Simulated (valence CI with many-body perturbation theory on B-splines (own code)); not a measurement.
# Forbidden lines of La²⁴⁺

Level of theory: valence CI with perturbative core correlation (CI+MBPT): five valence electrons over a frozen Dirac-Fock core [Ar] 3d10, a basis of 11 s, 11 p, 10 d, 8 f, 5 g, 2 h functions for each j, with the one-electron correlation potential Σ1, the two-electron term Σ2, the three-electron term Σ3, Breit, model QED; selected CI, second order for the rest, scaled by the run's own slope (own B-spline code, finite nucleus).

No measured levels were compared; by estimate levels hold to about 250 cm⁻¹ or 0.2 % of their energy and the worst to 1 %, as in measured heavy ions of charge 2 to 7; those with d or f electrons hold less well. Among the levels kept, up to 2200 cm⁻¹ of a level comes from second order outside the variational space, and about a tenth of that is noise between levels of different J, which matters for small intervals.

Lines 1 to 20 of 20 in falling wavelength, among levels below 255.11 eV, chosen from the decays that carry over 1 % of a level's rate. Wavelengths and rates use the calculated energies, so an error of 2000 cm⁻¹ moves a line at 3536 Å by 7.1 % and its rate by three times that or more. Electric multipoles are in the length gauge with retardation, E1 and E2 with the static RPA response of the core. M1 uses the relativistic operator with retardation. S is in atomic units (e²a₀⁴ for E2 and M2, e²a₀⁶ for E3), for M1 in squared Bohr magnetons. Weak lines are less certain than strong ones. Lines between different terms over intervals too small for the method are left out, as are lines whose strength nearly cancels.

Levels are named by their leading jj configuration (3d3/2^4 stands for four electrons in 3d with j = 3/2), which in mixed levels can hold well under half, so a name can repeat and another be missing. Letters in brackets count levels of one name in rising energy.

| λ vac (Å) | Upper | Lower | Type | A (s⁻¹) | S (a.u.) |
| --- | --- | --- | --- | --- | --- |
| 3536 | (4s^2 4p1/2 4p3/2 4d5/2) J=9/2 | (4s^2 4p1/2 4p3/2 4d5/2) J=7/2 [a] | M1 | 6.45e+01 | 1.06e+00 |
| 2418 | (4s^2 4p1/2 4p3/2 4d5/2) J=9/2 | (4s^2 4p1/2 4p3/2 4d3/2) J=7/2 | M1 | 1.06e+03 | 5.54e+00 |
| 882.2 | (4s^2 4p3/2^2 4d5/2) J=9/2 | (4s^2 4p1/2 4p3/2 4d5/2) J=7/2 [b] | M1 | 1.58e+04 | 4.02e+00 |
| 681.1 | (4s^2 4p1/2 4p3/2 4d5/2) J=9/2 | (4s^2 4p1/2^2 4d5/2) J=5/2 | E2 | 1.52e+02 | 1.99e-01 |
| 656.4 | (4s^2 4p1/2 4p3/2^2) J=3/2 | (4s^2 4p1/2^2 4p3/2) J=3/2 | M1 | 7.59e+04 | 3.18e+00 |
| 643.6 | (4s^2 4p3/2^3) J=3/2 | (4s^2 4p1/2 4p3/2^2) J=1/2 | M1 | 1.93e+04 | 7.63e-01 |
| 582.6 | (4s^2 4p3/2^2 4d5/2) J=9/2 | (4s^2 4p1/2 4p3/2 4d5/2) J=9/2 | M1 | 4.15e+04 | 3.04e+00 |
| 553.6 | (4s^2 4p1/2 4p3/2^2) J=5/2 | (4s^2 4p1/2^2 4p3/2) J=3/2 | M1 | 1.44e+04 | 5.44e-01 |
| 553.6 | (4s^2 4p1/2 4p3/2^2) J=5/2 | (4s^2 4p1/2^2 4p3/2) J=3/2 | E2 | 7.71e+02 | 2.15e-01 |
| 521.1 | (4s^2 4p3/2^3) J=3/2 | (4s^2 4p1/2 4p3/2^2) J=5/2 | M1 | 3.26e+04 | 6.84e-01 |
| 521.1 | (4s^2 4p3/2^3) J=3/2 | (4s^2 4p1/2 4p3/2^2) J=5/2 | E2 | 2.19e+03 | 3.00e-01 |
| 500.2 | (4s^2 4p3/2^2 4d5/2) J=9/2 | (4s^2 4p1/2 4p3/2 4d5/2) J=7/2 [a] | M1 | 3.14e+04 | 1.46e+00 |
| 469.5 | (4s^2 4p3/2^2 4d5/2) J=9/2 | (4s^2 4p1/2 4p3/2 4d3/2) J=7/2 | M1 | 1.08e+04 | 4.14e-01 |
| 460.5 | (4s^2 4p1/2 4p3/2^2) J=1/2 | (4s^2 4p1/2^2 4p3/2) J=3/2 | M1 | 7.42e+04 | 5.38e-01 |
| 460.5 | (4s^2 4p1/2 4p3/2^2) J=1/2 | (4s^2 4p1/2^2 4p3/2) J=3/2 | E2 | 1.33e+03 | 4.92e-02 |
| 454.2 | (4s^2 4p3/2^3) J=3/2 | (4s^2 4p1/2 4p3/2^2) J=3/2 | M1 | 1.50e+05 | 2.09e+00 |
| 268.0 | (4s^2 4p1/2 4p3/2 4d5/2) J=9/2 | (4s 4p1/2^2 4p3/2^2) J=5/2 | E2 | 3.63e+02 | 4.48e-03 |
| 183.6 | (4s^2 4p3/2^2 4d5/2) J=9/2 | (4s 4p1/2^2 4p3/2^2) J=5/2 | E2 | 3.06e+03 | 5.70e-03 |
| 125.1 | (4s^2 4p1/2 4p3/2 4d5/2) J=9/2 | (4s^2 4p1/2 4p3/2^2) J=5/2 | M2 | 1.02e+03 | 2.78e-04 |
| 102.0 | (4s^2 4p1/2 4p3/2 4d5/2) J=9/2 | (4s^2 4p1/2^2 4p3/2) J=3/2 | E3 | 3.88e+01 | 1.42e-01 |
